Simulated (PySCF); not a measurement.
# Basis-set dependence of excited states

C₅H₄F₂.
Atom-mapped SMILES: `[F:1]/[CH:2]=[C:3](/[F:4])[C:5]1=[CH:6][CH2:7]1` (hydrogens: H8 on C2; H9 on C6; H10, H11 on C7)

TDDFT with PBE0 (PySCF), vertical singlets, core orbitals frozen in the response, spherical d and f functions. Geometry: PBE0-D3(BJ)/def2-SVP, one conformer, isolated molecule.

| basis | functions | diffuse | S1 (eV) | S2 (eV) | S3 (eV) | S4 (eV) | S5 (eV) | LUMO (eV) | α (au) |
| --- | --- | --- | --- | --- | --- | --- | --- | --- | --- |
| 6-31G* | 106 | no | 5.31 | 6.07 | 6.48 | 7.02 | 7.11 | -0.89 | 53.2 |
| def2-SVP | 118 | no | 5.21 | 6.01 | 6.40 | 6.97 | 7.08 | -1.21 | 55.1 |
| 6-31+G* | 134 | yes | 5.04 | 5.93 | 6.09 | 6.27 | 6.34 | -1.35 | 61.0 |
| def2-SVPD | 178 | yes | 5.04 | 5.92 | 6.32 | 6.39 | 6.58 | -1.43 | 63.5 |
| aug-cc-pVDZ | 197 | yes | 4.96 | 5.82 | 5.89 | 6.01 | 6.20 | -1.39 | 65.0 |
| def2-TZVP | 241 | no | 5.05 | 5.92 | 6.32 | 6.67 | 6.87 | -1.33 | 61.9 |

Problem. How much do these states and the polarisability depend on the basis?

Solution. States are compared by their number. Against the largest diffuse basis here (aug-cc-pVDZ, itself not a converged limit), sets without diffuse functions differ by up to 0.34 eV in S1 and 0.91 eV in S5; the smaller diffuse sets differ by up to 0.08 and 0.39 eV. State by state, the largest deviation of a set without diffuse functions is S1 0.34, S2 0.26, S3 0.59, S4 1.02, S5 0.91 eV. The same number needn't mean the same state in each row. Against aug-cc-pVDZ the polarisability deviates by -18% in 6-31G*, -15% in def2-SVP, -6% in 6-31+G*, -2% in def2-SVPD, -5% in def2-TZVP. A single + in a Pople set puts diffuse functions on heavy atoms only.
